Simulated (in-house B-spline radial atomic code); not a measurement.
Cu. Computed with a B-spline radial atomic code. Model: non-relativistic spherical atom: semilocal Troullier-Martins pseudo-atom, one channel per l, against all electrons, high spin, G0W0 and RPA with empty states to l = 8, local potential for every l without a channel, a model core (radius 0 = none) keeps its share of the functional.

The core holds an angular momentum without a channel of its own, so the local potential lets valence electrons into it.

What the tables leave out is listed at the end.

The pseudopotential gives back the lowest level of each angular momentum of its own functional in the configuration it was made in; a second state of the same l is only approximately right. Exact exchange, RPA and GW see the smooth pseudo-orbitals and miss the exchange with the core, for which the functional's share stands in. The column with an uncorrelated core keeps all orbitals and exact exchange, and so separates missing core correlation from pseudisation. Only the three outermost levels and the lowest empty one were computed. RPA here is direct RPA, with no exchange kernel, and its energies carry an (l + 1/2)⁻⁴ tail. A hybrid on a potential with a model core restores only its own semilocal share of the core's exchange.

Command:
```bash
python run_psgw.py task.json out
```
Settings (lengths in bohr, energies in hartree):
```
Z                      29
electrons              29
configuration          [Ar] 3d10 4s1
generated_in           [Ar] 3d10 4s1
functional             pbe,pbe
core_shells            5
radius_factor          1
core_correction        False
ion_configuration      [Ar] 3d10
```

Cost of the run: 62 s on 1 thread of Arm Neoverse N1, on a shared host.

Given: made with PBE; model core radius 0 bohr; local radius 1.889 bohr; mean-field start PBE0.

Valence shells of the generating configuration: 3d, 4s.

Channel: s 2.325, d 1.812 (radii in bohr).

Computed: largest level miss in the spin-unpolarised generating configuration 0 eV; valence RPA correlation energy all-electron orbitals -0.70487 hartree; all-electron RPA polarisability, core included 28.821 bohr³; pseudo-atom RPA polarisability 33.301 bohr³; ionisation by mean-field pseudo minus all 0.288 eV; ionisation by RPA all-electron 7.9169 eV; ionisation by RPA pseudo minus all 1.733 eV.

```
level  occupied  mean-field all-electron (eV)  mean-field pseudo minus all (eV)  G0W0 all-electron (eV)  G0W0 uncorrelated core minus all (eV)  G0W0 pseudo minus all (eV)  exchange self-energy all-electron (eV)  exchange self-energy pseudo (eV)
4s up         1                       -5.3671                            -0.262                 -7.8448                                 -0.018                      -0.781                                 -10.454                           -10.157
```

Q: What is the valence RPA correlation energy pseudo?

A: -1.1473 hartree.

Q: What is the ionisation by mean-field all-electron?

A: 7.7474 eV.

Given: mean-field start Hartree-Fock.

Computed: valence RPA correlation energy all-electron orbitals -0.5913 hartree; all-electron RPA polarisability, core included 25.07 bohr³; pseudo-atom RPA polarisability 22.165 bohr³; ionisation by mean-field pseudo minus all 0.835 eV; ionisation by RPA all-electron 7.4769 eV; ionisation by RPA pseudo minus all 1.416 eV.

| level | occupied | mean-field all-electron (eV) | mean-field pseudo minus all (eV) | G0W0 all-electron (eV) | G0W0 uncorrelated core minus all (eV) | G0W0 pseudo minus all (eV) | exchange self-energy all-electron (eV) | exchange self-energy pseudo (eV) |
| --- | --- | --- | --- | --- | --- | --- | --- | --- |
| 4s up | 1 | -6.5206 | -0.944 | -7.3843 | -0.011 | -1.495 | -9.1085 | -9.9254 |
| 3d up | 1 | -13.308 | 3.056 | -11.165 | -0.09 | 1.075 | -46.482 | -27.837 |
| 3d down | 1 | -13.424 | 3.172 | -11.159 | -0.095 | 1.168 | -47.128 | -28.178 |

Q: What is the valence RPA correlation energy pseudo?

A: -0.95677 hartree.

Q: What is the ionisation by mean-field all-electron?

A: 6.422 eV.

Among the listed levels the largest G0W0 shift of the pseudo-atom is -1.50 eV, for 4s up on the Hartree-Fock start, while leaving the core uncorrelated moves that level by -0.01 eV. So pseudisation and the lost core exchange, not the missing core correlation, make the error. Not in the tables (levels of low weight, unsolved or above zero; the highest and the empty levels are kept at any weight): the PBE start was refused, since an empty level lay at or below an occupied one; on PBE0 the pseudo-atom's empty level 4p up at -4.2 eV, below the lowest empty all-electron level, a spurious state that also inflates its RPA energy and polarisability; on PBE0 the G0W0 levels 3d down (pseudo minus all +2.72 eV, weights 0.73 and 0.70), 3d up (pseudo minus all +2.68 eV, weights 0.72 and 0.51).
